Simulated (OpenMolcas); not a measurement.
**d1 ions of charge +5 down a group with 4 fluoride ligands in tetrahedral coordination**

- Program: OpenMolcas
- Method: CASSCF
- Spin-orbit coupling: state interaction with AMFI integrals over the reference wave functions

The d shell is active. Anionic complexes are neutralised by point charges behind the ligands. Distances were set from a Shannon-type radius of the metal (high-spin where two are listed) plus a fixed donor radius (F 1.31 Å). Ligand basis ANO-RCC-VDZP, DKH2 Hamiltonian. States (labels of Td). Energies in cm-1 above the lowest state or level, χT in cm3 K/mol; 10Dq is the gap between the two states; 10Dq is negative for this site. Spin-only χT is S(S+1) / 2 for the spin of the ground state.

```csv
Ion,Shell,R (Å),Metal basis,Ground state,First state of that spin,10Dq,First gap with spin-orbit (degeneracies),χT at 300 K,Spin-only χT
Mo5+,4d1,1.77,ANO-RCC-VTZP,2E,2T2 18513,-18513,"18459 (4, 4)",0.345,0.375
W5+,5d1,1.8,ANO-RCC-VDZP,2E,2T2 18496,-18496,"19226 (4, 4)",0.244,0.375
```

The rows also differ in their metal basis, so part of each step comes from that.

|10Dq| changes by a factor of 18496 / 18513 = 1.00 from Mo5+ to W5+.

χT departs most from the spin-only value for W5+, by -0.131 cm3 K/mol.

An orbital doublet at a regular site is open to a Jahn-Teller distortion, which this geometry leaves out. The least metal-like active orbital is 68 % on the metal (Löwdin) and no ligand orbital is active, so the numbers are rough. With metal d orbitals alone the field can be off either way by tens of per cent. Ligand-to-metal charge-transfer states are missing. No measured value stands beside these numbers; the geometry was imposed, not optimised, and the real ion may take another.
